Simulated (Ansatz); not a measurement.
Ansatz results at the PBE0-D4/def2-TZVP geometry: HOMO–LUMO gap (ωB97M-V/def2-TZVPP) 10.95 eV; HOMO energy (B3LYP/def2-TZVPP) -6.80 eV; HOMO–LUMO gap (PBE0/def2-TZVPP) 6.68 eV.

Problem. Which molecule gave them?
A. `C=C=C[SiH3]`
B. `[SiH3]C1=CC1`
C. `CS/C=C(/N)O`
D. `[SiH3]C1C=C1`

Solution. D. The others give `CS/C=C(/N)O`: 10.40, -5.73, 6.54; `[SiH3]C1=CC1`: 11.05, -7.12, 6.74; `C=C=C[SiH3]`: 11.62, -7.33, 7.34.

B3LYP here is the variant with VWN-RPA as its local correlation; programs differ in this.
